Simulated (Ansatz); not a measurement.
```yaml
crystal:
  periodic: [false, false, false]
  atoms:
    - {symbol: C, position_ang: [-1.447304, -1.537874, 2.113829]}
    - {symbol: O, position_ang: [-1.408540, -0.930380, 0.830635]}
    - {symbol: Ti, position_ang: [-0.473902, 0.083872, -0.346720]}
    - {symbol: N, position_ang: [-1.705562, 1.249784, -1.147514]}
    - {symbol: O, position_ang: [0.871180, 0.876692, 0.516665]}
    - {symbol: C, position_ang: [1.334700, 2.173660, 0.858025]}
    - {symbol: O, position_ang: [0.244578, -0.901449, -1.580858]}
    - {symbol: C, position_ang: [1.429271, -1.547435, -2.072522]}
    - {symbol: H, position_ang: [-2.392540, -1.318177, 2.574510]}
    - {symbol: H, position_ang: [-0.620784, -1.138751, 2.700332]}
    - {symbol: H, position_ang: [-1.307908, -2.607700, 2.011409]}
    - {symbol: H, position_ang: [-1.644253, 1.583618, -2.053000]}
    - {symbol: H, position_ang: [-2.543760, 1.649293, -0.712843]}
    - {symbol: H, position_ang: [2.338080, 2.228385, 0.503734]}
    - {symbol: H, position_ang: [0.676969, 2.957107, 0.448660]}
    - {symbol: H, position_ang: [1.348039, 2.287581, 2.010838]}
    - {symbol: H, position_ang: [2.307199, -1.199036, -1.649784]}
    - {symbol: H, position_ang: [1.509177, -1.366485, -3.196250]}
    - {symbol: H, position_ang: [1.399973, -2.585456, -1.892901]}
basis:
  gaussian: {orbitals: def2-SVPD}
hamiltonian: {xc: {name: revPBE}, dispersion: d3bj}
output: {forces: true}
```

```sh
$ ansatz run in.yaml --threads 4 --pin off --events-out ev --progress --plain --max-ram 66560MiB --backend cuda --devices 0, --max-vram 37GiB
```

It prints (some lines left out):

```
Functional definition: revPBE
2317 factors; their error is unknown
mean field evaluation 1: about -33996.4031 eV, gradient 1.2e2 eV
mean field evaluation 2: about -33550.9983 eV, gradient 4.8e2 eV
mean field evaluation 4: about -34008.1565 eV, gradient 9.8e1 eV
mean field evaluation 8: about -34025.1181 eV, gradient 2.5e0 eV
mean field evaluation 16: about -34025.0318 eV, gradient 2.2e-2 eV
mean field -34025.03177197 eV, -1250.3968546252 hartree, gradient 6.2e-5 eV, S^2 0.000000; 0 other end points of the search recorded, 0 dependent functions left out
reference -34025.03186263 eV, -1250.3968579568 hartree; 41, 41 occupied and 230, 230 virtual orbitals, 2317 factors
Total energy: -34025.96042547 eV, -1250.4309820117 hartree
Atom 0 at    -1.447304    -1.537874     2.113829 Å, force     0.769226     0.676311    -1.390686 eV/Å
Atom 1 at    -1.408540    -0.930380     0.830635 Å, force    -0.227575    -0.161771     0.326791 eV/Å
Atom 2 at    -0.473902     0.083872    -0.346720 Å, force    -1.226526    -0.336373     1.402318 eV/Å
Atom 3 at    -1.705562     1.249784    -1.147514 Å, force    -0.801866     0.032223     2.212562 eV/Å
Atom 4 at     0.871180     0.876692     0.516665 Å, force     0.471931     0.841242     0.592476 eV/Å
Atom 5 at     1.334700     2.173660     0.858025 Å, force    -1.120344    -0.778635     1.891792 eV/Å
Atom 6 at     0.244578    -0.901449    -1.580858 Å, force     1.866102    -1.572976    -1.893554 eV/Å
Atom 7 at     1.429271    -1.547435    -2.072522 Å, force    -2.611252     1.229965    -2.354345 eV/Å
Atom 8 at    -2.392540    -1.318177     2.574510 Å, force    -1.015829     0.170541     0.648858 eV/Å
Atom 9 at    -0.620784    -1.138751     2.700332 Å, force     0.416364     0.212152     0.663065 eV/Å
Atom 10 at    -1.307908    -2.607700     2.011409 Å, force    -0.009158    -0.926857    -0.008832 eV/Å
Atom 11 at    -1.644253     1.583618    -2.053000 Å, force     0.237371     0.935395    -2.781729 eV/Å
Atom 12 at    -2.543760     1.649293    -0.712843 Å, force     0.079945    -0.151751     0.093471 eV/Å
Atom 13 at     2.338080     2.228385     0.503734 Å, force     1.436280     0.569682    -0.508357 eV/Å
Atom 14 at     0.676969     2.957107     0.448660 Å, force     0.003279     0.211068    -0.207063 eV/Å
Atom 15 at     1.348039     2.287581     2.010838 Å, force    -0.000905    -0.094024    -1.203560 eV/Å
Atom 16 at     2.307199    -1.199036    -1.649784 Å, force     2.251837     1.376234     1.427290 eV/Å
Atom 17 at     1.509177    -1.366485    -3.196250 Å, force    -0.156143    -0.203129     0.814489 eV/Å
Atom 18 at     1.399973    -2.585456    -1.892901 Å, force    -0.362734    -2.029296     0.275013 eV/Å
Dipole moment:     0.220848     0.158859     0.034013 e Å
```

Run time 3.2 s (4 threads of an AMD EPYC 7R13 on a shared host and a share of an NVIDIA H100 80 GB); peak host memory 0.86 GiB.
